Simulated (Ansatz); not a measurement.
Ligand exchange: Cd(CH3)Cl + BH(CH3)(SH) → Cd(CH3)(SH) + BH(CH3)Cl

Species: Cd(CH3)Cl, singlet; BH(CH3)(SH), singlet; Cd(CH3)(SH), singlet; BH(CH3)Cl, singlet. The partners trade Cl for SH: Cd–Cl and B–SH bonds give way to Cd–SH and B–Cl.

Shapes, held fixed at every level: PBE0-D4/def2-TZVP. Flexible molecules stand in one conformer, not always the lowest. Programs: Ansatz 0.2.0. Electronic energies: no zero-point or thermal term.

```
              level                    kind  ΔE (kJ/mol)  less CCSD(T)/def2-TZVPP
        HF/def2-SVP            Hartree–Fock        +42.0                     +8.3
   SPW92/def2-TZVPP                     LDA        +32.9                     -0.8
  PBE-D4/def2-TZVPP                     GGA        +34.4                     +0.7
BHLYP-D4/def2-TZVPP           global hybrid        +38.1                     +4.4
 wB97M-V/def2-TZVPP  range-separated hybrid        +34.5                     +0.8
     MP2/def2-TZVPP     perturbation theory        +30.8                     -2.9
      CCSD/def2-SVP   coupled cluster or CI        +36.9                     +3.2
 CCSD(T)/def2-TZVPP   coupled cluster or CI        +33.7                      0.0
```

The highest level, CCSD(T)/def2-TZVPP, gives ΔE = +33.7 kJ/mol; the levels span +30.8 to +42.0. The column of differences is taken from that level and isn't an error. No measured value is set beside it here. For atoms past krypton def2 sets carry core potentials with scalar relativity. Outer-core shells of Cd are correlated, in sets that cover them unevenly.
